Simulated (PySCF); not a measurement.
## Removal energies of Tl⁺ from EOM-IP-GCCSD

Reference: closed-shell Tl⁺, [Xe] 4f14 5d10 6s2; one electron is removed. Calculated with PySCF 2.14, two-component X2C-1e with screened spin-orbit coupling, x2c-TZVPPall-2c with one added diffuse shell each of s, p, d, f type (12s12p10d4f, 126 functions); frozen [Kr] 4d10 4f14; the 40 highest virtual spinors dropped; of the others 110 kept and the rest restored at second order. No Breit or QED terms. Binding energies in eV.

```tsv
level	Koopmans
5d3/2	31.725
5d5/2	29.223
6s1/2	18.783
```

(1) How does correlation move these levels?

For comparison, the ionisation energy of Tl⁺ is 20.428 eV (measured; NIST Atomic Spectra Database, ionization energies).

Only part of the computed levels is shown.

Where second order misses EOM-CCSD by more than 1 eV, it overshoots the relaxation and correlation of that hole or particle, which higher orders damp.

Answers

(1) 5d3/2: second order 29.446, EOM-CCSD 30.492; 5d5/2: second order 27.202, EOM-CCSD 28.143; 6s1/2: second order 20.185, EOM-CCSD 20.203.
